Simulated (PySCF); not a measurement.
**Worked example: oscillator strength and radiative lifetime**

C₄H₅BO₂, SMILES C=C1C=COB1O.

Coordinates come from a B3LYP-D3(BJ)/def2-SVP optimisation. The structure was generated by enumeration, and PubChem lists no compound with its InChIKey, so it may never have been made. One conformer was computed; it need not be the lowest.

TDDFT-PBE/def2-SVPD (PySCF 2.14.0) puts the first singlet state with f over 0.02 at 3.91 eV (vertical), with the transition dipole (-0.678, 0.779, 0.000) in atomic units.

Find the oscillator strength, the wavelength and the radiative lifetime that this transition would have in vacuum if emission retraced absorption.


|μ|² = 1.0665 au, so |μ| = 2.62 D. ΔE = 3.91/27.211 = 0.1437 hartree. f = (2/3) ΔE |μ|² = 0.102 (the program prints 0.102).
λ = 1239.84/3.91 = 317 nm; ν = 31536 cm⁻¹.
Einstein's coefficient A = 0.6670 ν² f s⁻¹ (ν in cm⁻¹) = 6.8e7 s⁻¹, so τ = 1/A = 15 ns. This state is S1. The figure is the radiative limit of this one transition; relaxation, internal conversion, crossing to triplets and a medium change what is measured.
